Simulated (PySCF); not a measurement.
Correlation energy of V⁻ (vanadium, charge -1)

[Ar] 3d4 4s2, high-spin 5D determinant. All numbers are calculated (PySCF 2.14, no relativity, point nucleus, in aug-cc-pVTZ with one added diffuse shell each of s, p, d, f, g type (9s8p6d4f3g, 118 functions)). Frozen: [Ar]; 6 electrons correlated.

MP2 pair energies summed by pair of shells (mhartree):

```csv
pair,energy,share (%)
3d-3d,-49.07,71.6
3d-4s,-14.33,20.9
4s-4s,-5.13,7.5
```

Total MP2 correlation energy: -68.54 mhartree.

Same-spin part -60.88 and opposite-spin part -7.66 mhartree; SCS-MP2 scales them by 1/3 and 6/5 to -29.48 mhartree.

The Hartree-Fock reference does not bind the outermost electron (its level is positive or very diffuse), so these energies belong to a reference that the basis holds together.
